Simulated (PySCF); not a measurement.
CuF, SMILES [F][Cu], multiplicity 1. Coordinates come from a PBE0-D3(BJ)/def2-TZVPD optimisation. The multiplicity is an assumed one; other spin states were not compared.

Question: Give the equilibrium geometry at PBE0-D3(BJ)/def2-TZVPD (PySCF confirms it by a frequency run) as a Z-matrix, and its point group. (Estimate from the structure and the level; the computed values follow.)

Answer: point group C∞v.
```
Cu
F 1 1.7645
```
Charge 0, spin multiplicity 1.
